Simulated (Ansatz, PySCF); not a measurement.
Here is a job for Ansatz (a first-principles code).
Ansatz 0.2 input:
```yaml
crystal:
  periodic: [false, false, false]
  atoms:
    - {symbol: Sn, position_ang: [-0.00085342, -0.00395542, 1.15473199]}
    - {symbol: I, position_ang: [1.08671471, -1.84536015, -0.55020954]}
    - {symbol: I, position_ang: [-1.08590960, 1.84909168, -0.53916026]}
basis:
  gaussian:
    orbitals: def2-SVPD
hamiltonian:
  xc: cam_b3lyp
accuracy: high
```

### Question
Write the same job for PySCF.

### Answer
Several could match; the one computed here: 
```python
from pyscf import gto, scf, dft

mol = gto.Mole()
mol.atom = '''
    Sn   -0.00085342   -0.00395542    1.15473199
    I     1.08671471   -1.84536015   -0.55020954
    I    -1.08590960    1.84909168   -0.53916026
'''
mol.basis = 'def2-svpd'
mol.ecp = {'I': 'def2-svpd', 'Sn': 'def2-svpd'}
mol.verbose = 3
mol.build()

mf = dft.RKS(mol)
mf.xc = 'camb3lyp'
mf.grids.atom_grid = (99, 590)
mf.grids.prune = None
mf.kernel()
```

Both were run: Ansatz gave -809.798311 Eh and PySCF -809.798310 Eh, 0.001 mEh apart.
